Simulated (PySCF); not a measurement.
A structure optimised at PBE-D3(BJ)/def2-SVP, used in a PySCF frequency run:

```xyz
15

C     -1.4454     1.5199     0.6611
C     -0.6106     0.2658     0.3770
C     -1.3643    -0.7228    -0.5198
C      0.7508     0.6624    -0.2323
C      1.7809    -0.4384    -0.3427
O      1.6938    -1.5825    -0.0059
H     -2.4146     1.2542     1.1306
H     -0.9197     2.2195     1.3430
H     -1.6703     2.0696    -0.2777
H     -0.3955    -0.2412     1.3443
H     -1.5899    -0.2679    -1.5081
H     -2.3294    -1.0167    -0.0597
H     -0.7756    -1.6451    -0.6892
H      1.2418     1.4701     0.3558
H      0.6334     1.0959    -1.2517
```
Charge 0, spin multiplicity 2.

Task: Write its SMILES and formula.

Result: CC(C)C[C]=O, C₅H₉O

Task: What are its rotational constants (standard atomic weights)?

Result: 6.4636, 2.2756, 1.8829 GHz
